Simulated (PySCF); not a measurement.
## Partial charges of perfluorobutyryl chloride

Perfluorobutyryl chloride, C4ClF7O.
Geometry (GFN2-xTB, Å), atoms numbered from 1 in this order:
```
atom  x, y, z in Å
O1     1.2614    1.7829   -1.0981
C2     1.4947    0.7336   -0.6077
Cl3    2.5902   -0.4307   -1.2388
C4     0.8264    0.2411    0.7095
F5     0.4096    1.3044    1.4209
F6     1.7087   -0.4215    1.4790
C7    -0.3947   -0.6970    0.4487
F8     0.0267   -1.8135   -0.1766
F9    -0.9321   -1.0766    1.6184
C10   -1.5022   -0.0465   -0.4336
F11   -1.8839    1.1327    0.0328
F12   -2.5664   -0.8333   -0.4974
F13   -1.0427    0.1250   -1.6748
```

Density: PBE0/pcSseg-1 (PySCF); schemes: Mulliken, IAO, Hirshfeld and ESP-fitted. Geometry: GFN2-xTB, one conformer, isolated molecule.

Q: Give the atomic charges in each scheme.

A: In e:

```csv
atom,environment,Mulliken,IAO,Hirshfeld,ESP-fitted
O1,carbonyl oxygen,-0.251,-0.300,-0.173,-0.293
C2,acyl halide carbon,+0.235,+0.303,+0.147,+0.283
Cl3,chlorine bonded to C,-0.006,+0.015,+0.009,-0.032
C4,CF2 carbon,+0.525,+0.500,+0.155,+0.539
F5,fluorine of a CF2 group,-0.252,-0.257,-0.073,-0.180
F6,fluorine of a CF2 group,-0.253,-0.260,-0.076,-0.192
C7,CF2 carbon,+0.419,+0.505,+0.143,-0.064
F8,fluorine of a CF2 group,-0.259,-0.265,-0.077,-0.093
F9,fluorine of a CF2 group,-0.254,-0.254,-0.072,-0.058
C10,CF3 carbon,+0.823,+0.785,+0.241,+0.505
F11,fluorine of a CF3 group,-0.235,-0.253,-0.072,-0.148
F12,fluorine of a CF3 group,-0.240,-0.252,-0.074,-0.120
F13,fluorine of a CF3 group,-0.253,-0.267,-0.076,-0.149
```

Mean size of the charges over all atoms: IAO 0.324 e, Mulliken 0.308 e, ESP-fitted 0.204 e, Hirshfeld 0.107 e. Each set sums to the total charge, 0, to within 0.001 e. The Mulliken scheme counts on each atom the diagonal of the density matrix times the overlap matrix over that atom's basis functions.

Lowest charge. The schemes don't all agree: Mulliken F8 (-0.259); IAO O1 (-0.300); Hirshfeld O1 (-0.173); ESP-fitted O1 (-0.293).

Highest charge. The schemes don't all agree: Mulliken C10 (+0.823); IAO C10 (+0.785); Hirshfeld C10 (+0.241); ESP-fitted C4 (+0.539).

Q: How closely do the schemes follow one another over all atoms?

A: Correlation coefficient and root-mean-square difference: Mulliken with IAO 1.00, 0.037 e; IAO with Hirshfeld 0.98, 0.252 e; Mulliken with Hirshfeld 0.96, 0.245 e; Hirshfeld with ESP-fitted 0.88, 0.160 e; Mulliken with ESP-fitted 0.87, 0.185 e; IAO with ESP-fitted 0.85, 0.201 e.

Q: How many electrons does the IAO scheme count on C7?

A: Z − q = 6 − (+0.505) = 5.495.

Q: Sum the charges by element, for elements with more than one atom.

A: 
```csv
element,atoms,Mulliken,IAO,Hirshfeld,ESP-fitted
C,4,+2.002,+2.093,+0.686,+1.264
F,7,-1.745,-1.808,-0.521,-0.939
```
